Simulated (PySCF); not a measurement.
The same gas-phase reaction for F, Cl, Br, I:
- 2 SnO + F₂ → SnO₂ + SnF₂
- 2 SnO + Cl₂ → SnO₂ + SnCl₂
- 2 SnO + Br₂ → SnO₂ + SnBr₂
- 2 SnO + I₂ → SnO₂ + SnI₂

Computed with PySCF and rigid-rotor harmonic-oscillator thermochemistry at 1 bar. † marks an energy on the PBE0/def2-TZVP geometry and frequencies; other levels use their own. CCSD(T) freezes the core. All species are closed-shell singlets. B3LYP is the form with VWN-RPA correlation. I, Sn: scalar-relativistic def2 core potential, no spin-orbit coupling. Br: all electrons, no relativistic terms. SnO₂: computed as isolated molecules; such fragments, hydroxides, amides, oligomers or adducts are transient or little studied in the gas. CCSD(T) isn't extrapolated to the basis-set limit. Warning, large T1 diagnostic: SnO, SnO₂ (CCSD(T)/def2-SVP†).

ΔH°(298 K) in kJ, by level:

```
level                    F          Cl      Br       I
------------------  ------  ----------  ------  ------
ωB97M-V/def2-TZVP†  -546.8      -232.6  -177.3   -92.3
PBE0/def2-TZVP      -549.7  (withheld)  -194.0  -114.7
ωB97X-V/def2-TZVP†  -557.4  (withheld)  -186.9  -100.3
r2SCAN/def2-TZVP†   -560.9  (withheld)  -203.7  -121.2
PBE0/def2-SVP†      -500.8  (withheld)  -183.4  -112.1
B3LYP/def2-TZVP†    -533.2  (withheld)  -162.8   -80.9
CCSD(T)/def2-SVP†   -461.2  (withheld)  -136.3   -60.8
```

Fill in the missing entries.


- PBE0/def2-TZVP, Cl: -245.3
- ωB97X-V/def2-TZVP†, Cl: -244.1
- r2SCAN/def2-TZVP†, Cl: -257.6
- PBE0/def2-SVP†, Cl: -247.6
- B3LYP/def2-TZVP†, Cl: -218.5
- CCSD(T)/def2-SVP†, Cl: -190.4
